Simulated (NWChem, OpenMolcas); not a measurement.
**How basis sets differ on SnSiH4ClF (SMILES [F][SnH]([SiH3])[Cl])**

SnSiH4ClF has 8 atoms, charge 0, and is taken as a singlet. As SMILES, `[F][SnH]([SiH3])[Cl]`. The shape is that of a PBE0-D4/def2-TZVP optimisation.

```xyz
8

F    -2.1644    1.2073    0.0650
Sn   -0.4911    0.7439   -0.7604
Si    0.7724   -0.7107    0.9286
Cl   -1.1037   -0.5888   -2.5662
H     0.0810    2.2122   -1.4060
H     1.0775    0.1078    2.1275
H     2.0254   -1.1749    0.2849
H    -0.1049   -1.8540    1.2709
```

Quantity: the HOMO–LUMO gap, in eV. The values are calculated.

```tsv
level	kind	program	value (eV)
HF/ANO-R0 (sfX2C)	Hartree–Fock	OpenMolcas	12.15
HF/STO-3G	Hartree–Fock	NWChem	16.36
HF/3-21G	Hartree–Fock	NWChem	13.19
HF/ANO-RCC-VDZ (DKH2, RICD fitting)	Hartree–Fock	OpenMolcas	12.92
HF/def2-SVP (core potential)	Hartree–Fock	OpenMolcas	13.30
```

All-electron rows without a relativistic Hamiltonian named are non-relativistic, while core potentials hold scalar relativity, so basis and relativity change together. The values span 12.15 to 16.36 eV. A Hartree–Fock LUMO above zero doesn't converge with the basis: it sinks as sets grow more diffuse. Orbital gaps aren't excitation energies.
